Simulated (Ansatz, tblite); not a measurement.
Cost and result up the ladder for (F)3Sn-S-SiH3 (SiSnH₃SF₃) (9 atoms). The state is a singlet with charge 0. Geometry: PBE-D4/def2-SVP.

```xyz
9

Sn   -0.8767    0.9008   -1.1227
F    -1.7608    0.4943    0.5678
F    -0.9698    2.8220   -1.3646
F    -2.0060    0.1826   -2.5256
S     1.3181   -0.0345   -0.9530
Si    1.0692   -0.9343    1.0426
H     0.8435    0.1140    2.0869
H    -0.0240   -1.9569    1.0411
H     2.4067   -1.5880    1.2275
```

Ansatz; hardware A = 2 threads of AMD EPYC 7R13 on a shared host; B = 2 threads of AMD EPYC 7R13 on a shared host and a share (18 GiB) of an NVIDIA H100 80GB HBM3; xTB runs through tblite on one thread. Times are rough, summed over both states, and most runs start from the orbitals of an earlier one. B2PLYP/def2-TZVP serves as the yardstick here, not as an exact answer. Differences are given only for rows in sets of like size (and for xTB, whose basis is part of the method), since another set adds its own error. The other state is a doublet.

In the def2 sets Sn takes a core potential; there is no spin–orbit coupling. The xTB rows come from tblite. Correlated methods freeze 17 core orbitals; core or outer-core shells of Sn are correlated, in sets that lack core-valence functions. The rows differ in basis, and correlated rows in double-zeta sets carry the largest basis error.

Correlated methods converge slowly with the basis, most of all in double-zeta sets.

Raw xTB energies of ions are shifted by several eV.

```csv
level,functions,vertical IE (eV),difference from B2PLYP/def2-TZVP (eV)
CCSD(T)/def2-SVP [B],119,10.46,–
B2PLYP/def2-TZVP [A],235,10.67,0.00
PBE-D4/def2-TZVP [A],235,10.40,-0.27
GFN2-xTB,42,14.76,4.09
PBE0-D4/def2-TZVP [A],235,10.65,-0.03
GFN1-xTB,45,15.89,5.22
```

Estimate how long each takes.

GFN2-xTB 0.017 s; GFN1-xTB 0.019 s; PBE-D4/def2-TZVP [A] 10 s; CCSD(T)/def2-SVP [B] 12 s; PBE0-D4/def2-TZVP [A] 21 s; B2PLYP/def2-TZVP [A] 27 s. On shared hardware such times vary by a factor of up to 3.
